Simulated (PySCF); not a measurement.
ClH₄NSn, SMILES [NH2][SnH2][Cl].

Geometry optimised at B3LYP-D3(BJ)/def2-SVP. The def2 effective core potentials stand for the cores of Sn; spin–orbit coupling is left out. One conformer was computed; it need not be the lowest.

The numbers are results of TDDFT-PBE0/def2-SVPD (PySCF), not measurements.

Vertical excitations. Isolated molecule, no solvent. State labels are in the subgroup Cs.

```
state  symmetry  energy (eV)  λ (nm)      f                                                           main pairs
-----  --------  -----------  ------  -----  -------------------------------------------------------------------
S1           A'         5.86     211  0.105                                                       HOMO→LUMO 90 %
S2           A"         6.19     200  0.026                                                     HOMO−1→LUMO 97 %
S3           A'         6.24     199  0.034                                                     HOMO→LUMO+1 82 %
S4           A'         6.43     193  0.019                                                     HOMO−2→LUMO 86 %
S5           A'         6.74     184  0.015                                                     HOMO→LUMO+2 88 %
S6           A"         7.18     173  0.003                                                   HOMO−1→LUMO+1 97 %
S7           A'         7.49     166  0.026                                                   HOMO−2→LUMO+1 88 %
S8           A"         7.55     164  0.001                                                   HOMO−1→LUMO+2 92 %
S9           A'         7.63     163  0.015                                                     HOMO→LUMO+3 94 %
S10          A"         7.73     160  0.004                                                     HOMO→LUMO+4 96 %
T1           A'         4.94     251      0                                                       HOMO→LUMO 86 %
T2           A"         5.65     219      0                                                     HOMO−1→LUMO 96 %
T3           A'         5.86     211      0                                   HOMO−2→LUMO 61 %, HOMO→LUMO+1 26 %
T4           A'         6.00     207      0  HOMO→LUMO+1 42 %, HOMO−2→LUMO 36 %, HOMO→LUMO+2 10 %, HOMO→LUMO 7 %
```
Triplets are in the Tamm–Dancoff approximation, which puts them higher than full response would, so one can lie above its singlet here.
